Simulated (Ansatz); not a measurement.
## Ansatz (development build ahead of 0.2.0) run

```yaml
crystal:
  periodic: [false, false, false]
  atoms:
    - { symbol: V, position_ang: [0.0, 0.0, 0.0] }
    - { symbol: Br, position_ang: [0.0, 0.0, 2.852] }
basis:
  gaussian: { orbitals: pcseg-2 }
magnetization:
  spin_polarized: true
  initial_magnetization: 4
hamiltonian:
  xc: pbe
```

The input is written out in the form of the current development build from the run's settings.

Results

```yaml
Converged: yes
Total_energy: -3517.58456 hartree
Spin_squared_of_the_determinant: 6.042
Stability_test: minimum
```

Caution: other spin multiplicities were not run.
